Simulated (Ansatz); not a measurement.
System: C3H4NSSi, charge 0, multiplicity 2. It need not be the lowest isomer of its formula. SMILES: [SiH3]c1n[c]cs1
Geometry: optimised at B3LYP-D3(BJ)/def2-TZVP (Ansatz, an electronic-structure program).

Parts of the frozen-core correlation energy in cc-pV(T+d)Z (Ansatz, hartree). Frozen orbitals: 14; correlated occupied orbitals by spin: 16 and 15; virtual: 224 and 225. Open shells are spin-unrestricted. No spin-orbit coupling. Non-relativistic.

```tsv
term	value
reference (HF)	-856.84929
MP2 opposite-spin	-0.67592
MP2 same-spin	-0.22816
CCSD correlation	-0.96352
(T)	-0.05487
T1 diagnostic	0.043
largest doubles amplitude	0.054
<S^2> of the reference	1.162
```
